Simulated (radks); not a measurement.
Valence configurations of B+ (all share [He]). Calculated with a radial shooting solver on a logarithmic mesh with Libxc functionals: non-relativistic Kohn-Sham, PBEsol, spin-polarised, spherical densities, point nucleus; open shells are filled with parallel spins first. Energies are relative to 2s2; eigenvalues in eV for spin up.

valence      E (eV)  moment (Bohr magnetons)    e(2p)    e(2s)
2s2           0.000                        0        -  -19.373
2s1.5 2p0.5   2.598                        1  -14.019  -20.193
2s1 2p1       4.136                        2  -14.484  -20.693
2s0.5 2p1.5   7.232                        2  -14.519  -20.695
2p2          10.311                        2  -14.547        -

NIST lists [He] 2s2 as the ground configuration; this level of theory agrees among the configurations tried. The energies are those of spherical high-spin densities, not of single terms.
